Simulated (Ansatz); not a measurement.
From Al to In: the atomisation energy (no zero-point term)

Gas-phase molecules, one atom swapped for its congeners: C2H6AlS `[CH3][Al][S]C`; C2H6GaS `C[S][Ga][CH3]`; C2H6InS `C[S][In][CH3]`. All are doublets with charge 0.

Shapes, held fixed at every level: PBE0-D4/def2-TZVP. Flexible molecules stand in one conformer, not always the lowest. Programs: Ansatz 0.2.0. Values in eV.

```tsv
level	C2H6AlS	C2H6InS
HF/def2-TZVPP	26.77	25.18
PBE-D4/def2-TZVPP	36.19	34.67
r2SCAN-D4/def2-TZVPP	35.91	34.31
wB97M-V/def2-TZVPP	35.65	34.19
wB97X-V/def2-TZVPP	35.65	34.16
MP2/def2-TZVPP	35.05	33.48
CCSD(T)/def2-TZVPP	34.68	33.29
```

(1) Estimate the column for C2H6GaS from its neighbours.

Results:

(1) The mean of the neighbours at CCSD(T)/def2-TZVPP is 33.98 eV, against 34.06 from the run. All rows: HF/def2-TZVPP 25.91; PBE-D4/def2-TZVPP 35.39; r2SCAN-D4/def2-TZVPP 35.10; wB97M-V/def2-TZVPP 34.85; wB97X-V/def2-TZVPP 34.87; MP2/def2-TZVPP 34.40; CCSD(T)/def2-TZVPP 34.06 eV. At CCSD(T)/def2-TZVPP the atomisation energy falls at every step, from 34.68 to 33.29 eV. Every level shows the same order. Open shells run unrestricted. For atoms past krypton def2 sets carry core potentials with scalar relativity. Relativity is left out for Ga. Outer-core shells of Ga, In are correlated, in sets that cover them unevenly. Spin-orbit coupling, which grows down the group, is left out (summed over each molecule's free atoms 0.04, 0.10, 0.21 eV). Coupled cluster in double- or triple-zeta sets underbinds by a few per cent against its basis-set limit.
